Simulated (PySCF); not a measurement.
**Working out the ionisation energy of Ar⁺**

Ar⁺ [Ne] 3s2 3p5 (2P) → Ar²⁺ [Ne] 3s2 3p4 (3P). Computed with PySCF 2.14 in def2-QZVPPD (10s7p5d2f1g, 79 functions), with no relativity, point nucleus. Frozen: 1s2. Energies in hartree (1 hartree = 27.21139 eV):

```tsv
part	Ar⁺ (lower)	Ar²⁺ (upper)
UHF	-526.282528	-525.313471
MP2 opposite-spin	-0.269415	-0.236928
MP2 same-spin	-0.098492	-0.089310
```

What does Hartree-Fock give?

(-525.313471) − (-526.282528) = 0.969057 hartree = 26.369 eV.

What do MP2 and SCS-MP2 (6/5 opposite-spin, 1/3 same-spin) give?

The opposite-spin parts differ by 0.884 eV and the same-spin parts by 0.250 eV. MP2: 26.369 + (0.884) + (0.250) = 27.503 eV. SCS-MP2: 26.369 + 1.2 × (0.884) + (0.250)/3 = 27.513 eV.

A first-order spin-orbit estimate adds -0.006 eV to MP2 (valence and next inner shell), giving 27.497 eV against 27.630 eV (measured; NIST Atomic Spectra Database, ionization energies).

What remains against the reference includes basis incompleteness, the frozen core and correlation beyond second order.
